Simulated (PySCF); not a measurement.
H4O3SeSi. Atoms are numbered in the order given.

```xyz
9

O     -1.0511     1.5892    -1.0251
Si    -0.7898     0.1669    -0.2318
O     -1.5984     0.2405     1.2001
O     -1.2982    -1.0016    -1.2881
Se     1.3334    -0.2621     0.4388
H     -1.0704     1.5310    -1.9851
H     -2.3467     0.8468     1.2071
H     -1.0619    -1.9043    -1.0530
H      1.7815    -0.5253    -0.9382
```

The structure is a stationary point at PBE0-D3(BJ)/def2-SVP. One conformer was computed; it need not be the lowest.

All values below come from HF/def2-TZVP (PySCF).

ESP charges are fitted to the potential on shells at 1.4 to 2.0 van der Waals radii. Atomic charges (e):

| atom | meta-Löwdin | Löwdin | ESP fit | Mulliken |
|---|---|---|---|---|
| O1 | -0.81 | -0.15 | -0.74 | -0.64 |
| Si2 | 1.55 | -0.28 | 0.90 | 1.05 |
| O3 | -0.81 | -0.14 | -0.65 | -0.64 |
| O4 | -0.82 | -0.16 | -0.69 | -0.64 |
| Se5 | -0.24 | 0.12 | -0.26 | -0.31 |
| H6 | 0.37 | 0.19 | 0.47 | 0.36 |
| H7 | 0.36 | 0.19 | 0.46 | 0.36 |
| H8 | 0.36 | 0.19 | 0.40 | 0.36 |
| H9 | 0.04 | 0.03 | 0.11 | 0.11 |

Question: Give the Mayer and Wiberg (Löwdin basis) orders of the bonds. (Estimate from the structure and the level; the computed values follow.)

Answer: 
```csv
bond,Mayer,Wiberg
O1–Si2,1.11,1.61
Si2–O3,1.12,1.62
Si2–O4,1.09,1.60
Si2–Se5,1.09,1.51
O1–H6,0.86,1.01
O3–H7,0.86,1.01
O4–H8,0.86,1.02
Se5–H9,0.96,1.01
```
